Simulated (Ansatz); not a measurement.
Relaxation of CH$_{9}$AsSSi$_{2}$ (14 atoms, charge 0, multiplicity 1), to a largest force component of 0.015 eV/Å in at most 40 steps.

Method: Ansatz 0.2.0, RKS B3LYP-D4/def2-SVP.

```xyz
14
Properties=species:S:1:pos:R:3
Si -1.663 1.853 0.518
S -0.165 1.083 1.767
C 0.751 0.285 0.416
Si 0.206 -1.432 0.116
As 1.416 -2.466 -1.543
H -2.638 2.708 1.325
H -1.083 2.766 -0.515
H -2.418 0.828 -0.150
H 0.764 0.895 -0.466
H 1.843 0.197 0.777
H -1.277 -1.384 -0.304
H 0.238 -2.218 1.377
H 2.697 -1.965 -0.868
H 1.318 -1.179 -2.421
```

**Question.** Where does it end, and by what steps?

**Answer.** The run converged. After 7 steps the energy has fallen by 0.350 eV; H14 moved furthest, 0.22 Å.

| step | energy less start (eV) | largest force component (eV/Å) | accepted |
| --- | --- | --- | --- |
| 0 | 0.0000 | 2.438 | yes |
| 1 | -0.3012 | 0.597 | yes |
| 2 | -0.3411 | 0.227 | yes |
| 3 | -0.3486 | 0.106 | yes |
| 4 | -0.3495 | 0.057 | yes |
| 5 | -0.3502 | 0.023 | yes |
| 6 | -0.3498 | 0.054 | no |
| 7 | -0.3504 | 0.003 | yes |

```xyz
14
Properties=species:S:1:pos:R:3
Si -1.784 1.990 0.530
S -0.228 1.139 1.752
C 0.800 0.295 0.457
Si 0.198 -1.471 0.112
As 1.488 -2.579 -1.573
H -2.646 2.758 1.468
H -1.200 2.898 -0.501
H -2.593 0.952 -0.172
H 0.840 0.902 -0.461
H 1.825 0.266 0.859
H -1.218 -1.440 -0.349
H 0.287 -2.273 1.365
H 2.806 -2.100 -0.957
H 1.413 -1.364 -2.503
```

Whether the end is a true minimum wasn't checked by a vibrational analysis.

Run time: 37 s on 2 threads of Intel(R) Xeon(R) Platinum 8375C CPU @ 2.90GHz (Ice Lake) (shared host), peak memory 0.45 GiB.
